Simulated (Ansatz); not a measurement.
Cost and result up the ladder for B₂As₂ (4 atoms). The state is a singlet with charge 0. Geometry: B3LYP-D4/def2-SVP.

```xyz
4

B    -0.824   -0.599    0.500
B     0.402   -0.979   -0.413
As    1.472    0.398   -0.985
As   -1.050    1.179    0.898
```

Ansatz on 2 threads of Intel Xeon Platinum 8259CL on a shared host. Times are rough, and most runs start from the orbitals of an earlier one. No level here is sound enough to serve as a yardstick. Binding counts from free atoms at the same level (B doublet, As quartet; other spins of the atoms weren't run), without zero-point energy or a counterpoise term.

B3LYP takes the VWN-RPA correlation. Correlated methods freeze 20 core orbitals; core or outer-core shells of As are correlated, in sets that lack core-valence functions. Another isomer (triplet) lies 1.68 eV lower at PBE0-D4/def2-TZVP; other spin states weren't run for this one.

Correlated methods converge slowly with the basis.

| level | functions | wall time |
| --- | --- | --- |
| PBE-D4/def2-TZVP (with forces) | 158 | 3.2 s |
| r2SCAN-D4/def2-TZVP | 158 | 5 s |
| B3LYP-D4/def2-TZVP | 158 | 5.5 s |
| PBE0-D4/def2-TZVP | 158 | 6 s |
| r2SCAN0-D4/def2-TZVP | 158 | 7.5 s |
| CCSD(T)/def2-TZVPP | 158 | 63 s |

**Question.** Estimate what each level gives for the binding energy per atom (eV).

**Answer.** 
```tsv
level	binding energy per atom (eV)	remarks
PBE-D4/def2-TZVP (with forces)	3.00	restricted SCF unstable in HF
r2SCAN-D4/def2-TZVP	2.80	restricted SCF unstable in HF
B3LYP-D4/def2-TZVP	2.76	restricted SCF unstable in HF
PBE0-D4/def2-TZVP	2.76	restricted SCF unstable in HF
r2SCAN0-D4/def2-TZVP	2.61	restricted SCF unstable in HF
CCSD(T)/def2-TZVPP	2.51	large T1 (0.020), restricted SCF unstable
```
